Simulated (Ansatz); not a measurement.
`Cl[SiH](Cl)I` + ethylene → `C=C[SiH](Cl)Cl` + HI  (formal exchange of groups at the Si–I bond)

Gas-phase electronic energies from Ansatz, PBE0-D4/def2-TZVP geometries. CCSD(T)/CBS adds triple-zeta CCSD(T) − MP2 to the extrapolated MP2 energy (def2 sets, frozen cores). This one scheme is used for every species. DFT in def2-TZVPP. Elements past krypton have def2 core potentials. For I outer-core shells are correlated without core-valence functions, which leaves a few kJ/mol of doubt a bond. Each species was taken in one conformer, which may not be the lowest.

```json
{"species": "`Cl[SiH](Cl)I`", "BHLYP energy (Eh)": "-1508.33593"}
{"species": "`C=C`", "BHLYP energy (Eh)": "-78.56608"}
{"species": "`C=C[SiH](Cl)Cl`", "BHLYP energy (Eh)": "-1288.61932"}
{"species": "HI", "BHLYP energy (Eh)": "-298.25771"}
```

(1) Work out ΔE.

Largest T1 diagnostic among the species: 0.011.

## Answers

(1) ΔE = (-1288.61932) + (-298.25771) − (-1508.33593) − (-78.56608) = 0.02498 Eh = +65.6 kJ/mol. CCSD(T)/CBS gives +71.1 kJ/mol.

Leaving LDA and LC-ωPBE aside and taking each functional with its dispersion term where it has one, the values, not all of them listed here, spread over 8.2 kJ/mol, from CAM-B3LYP-D4 to HSE06-D4. LDA lies −5.8 kJ/mol from PBE without D4. At CCSD(T), def2-SVP lies −15.3 kJ/mol from the extrapolated value and def2-TZVPP −10.0 kJ/mol.
